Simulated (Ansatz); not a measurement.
Ideal-gas functions of `CO[Si]O` at 298.15 K and 1 bar, from an Ansatz frequency run at PBE0-D4/def2-TZVP.

Molar mass 76.13 g/mol, point group Cs (symmetry number 1), electronic degeneracy 1, moments of inertia 22.184, 142.638, 161.647 u Å². Harmonic wavenumbers (cm⁻¹, unscaled): 131, 150, 191, 336, 501, 725, 821, 897, 1134, 1184, 1214, 1478, 1488, 1504, 3020, 3096, 3118, 3841.

Use S(trans) = R[1.5 ln M + 2.5 ln T − 1.1517]; rotational temperatures θ = 24.2544 K / I; S(rot) = R[ln(√π/σ · √(T³/θAθBθC)) + 1.5]; for each mode x = 1.438777 ν̃/T, S = R[x/(eˣ − 1) − ln(1 − e⁻ˣ)] and H = RT x/(eˣ − 1); 1 cm⁻¹ = 0.0119627 kJ/mol; R = 8.31446 J/(mol·K).

Task: By hand: the entropy, in J/(mol·K).

Result: Translation 162.9. Rotation: θ = 1.0933, 0.17, 0.15 K, giving 103.2. Vibration, mode by mode: 12.26, 11.18, 9.28, 5.15, 2.74, 1.16, 0.80, 0.59, 0.23, 0.18, 0.16, 0.05, 0.05, 0.05, 0.00, 0.00, 0.00, 0.00, in all 43.9. Electronic 0.0. Sum 310.0 J/(mol·K).

Task: By hand: H − E and G − E in kJ/mol, counted from the electronic energy.

Result: Zero-point energy ½ × 24829 × 0.0119627 = 148.5; thermal vibration 7.3; translation, rotation and pV give 4 RT = 9.9. H − E = 165.7 kJ/mol, and G − E = 165.7 − 298.15 × 310.0/1000 = 73.3 kJ/mol.

Vibration gives 14 % of the entropy, 12.3 J/(mol·K) of it from the mode under 150 cm⁻¹: soft modes count most, and the harmonic formula is weakest for them. The sum counts one conformer and one mirror image; others add a mixing term.
